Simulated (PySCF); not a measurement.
C7H8OSi.
Atom-mapped SMILES: `[O:1]=[c:2]1[cH:3][cH:4][cH:5][c:6]([SiH3:7])[cH:8][cH:9]1` (hydrogens: H10 on C3; H11 on C4; H12 on C5; H13, H14, H15 on Si7; H16 on C8; H17 on C9)

Level of theory: PBE0-D3(BJ)/def2-SVP geometry optimisation, gas phase (PySCF 2.14.0).

What internal coordinates does the optimisation give?

```csv
bond,length (Å),order
O1=C2,1.223,double
C2–C3,1.470,aromatic
C3–C4,1.358,aromatic
C4–C5,1.434,aromatic
C5–C6,1.370,aromatic
C6–Si7,1.888,single
C6–C8,1.443,aromatic
C8–C9,1.359,aromatic
C2–C9,1.470,aromatic
C3–H10,1.095,single
C4–H11,1.095,single
C5–H12,1.095,single
"Si7–H13, Si7–H14, Si7–H15",1.494,single
C8–H16,1.097,single
C9–H17,1.095,single
```

Bonds in one row agree within 0.01 Å and their mean is given. Orders are formal, as drawn. A selection of angles:
```csv
angle,degrees
O1–C2–C3,119.4
O1–C2–C9,119.4
C3–C2–C9,121.1
C2–C3–C4,130.9
C3–C4–C5,130.4
C4–C5–C6,129.3
C5–C6–Si7,118.5
C5–C6–C8,125.5
Si7–C6–C8,116.0
C6–C8–C9,131.2
C2–C9–C8,131.5
```

Of the pairs four or more bonds apart, H12···H14 is among the closest relative to their van der Waals radii: 2.51 Å, 104 % of the sum of Bondi's values. The 7-membered ring C2–C3–C4–C5–C6–C8–C9 has internal angles of 121.1° to 131.5°; it is planar, 0.00 Å rms from its mean plane, widest ring torsion 1°. The 9 heavy atoms lie in one plane (0.008 Å rms). The 7 C–C bonds span 1.358 Å (C3–C4, drawn aromatic) to 1.470 Å (C2–C9, drawn aromatic), a spread of 0.112 Å. Si7 (SiH3 silicon) is tetrahedral (angles from 107.9° to 110.0°).

Not checked by PBE0-D3(BJ)/def2-SVP frequencies.
